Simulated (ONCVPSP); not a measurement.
Transferability test, ONCV potential for mercury

- Element: mercury (Hg)
- Generator: ONCVPSP 4.0.1
- Type: optimised norm-conserving Vanderbilt (ONCV)
- Functional: PBE
- Relativity: fully relativistic
- Frozen core: [Kr] 4d10 4f14
- Valence charge: 20
- Reference configuration: 5s2 5p6 5d10 6s2
- Partial waves: 5s+6s: rc 1.50 bohr, ncon 3, nbas 6, qcut 6.7 1/bohr, 2 projectors; 5p: rc 1.45 bohr, ncon 4, nbas 9, qcut 10.1 1/bohr, 2 projectors, debl 3.5 Ha; 5d: rc 1.55 bohr, ncon 3, nbas 7, qcut 5.6 1/bohr, 2 projectors, debl 2.9 Ha
- Local potential: polynomial inside 1.30 bohr (lpopt 4, dvloc0 0 Ha)
- Core correction: Teter function, fcfact 2.75, rcfact 1

Open shells are filled in proportion to 2j + 1.

Energies are relative to the spin-unpolarised reference configuration 5s2 5p6 5d10 6s2; without spin polarisation the order of configurations can differ from experiment.

| valence configuration | charge | ΔE all-electron (eV) | error AE − PS (meV) |
| --- | --- | --- | --- |
| 5s2 5p6 5d10 6s1 | +1 | 10.701 | -1.4 |
| 5s2 5p6 5d10 6s0 | +2 | 29.686 | -10.0 |
| 5s2 5p6 5d10 6s1 6p1 | 0 | 5.968 | -1.3 |

(1) What are ΔE and the potential's error for 5s2 5p6 5d9 6s0?

## Answers

(1) ΔE = 65.217 eV all-electron; the error (AE − PS) is -13 meV.
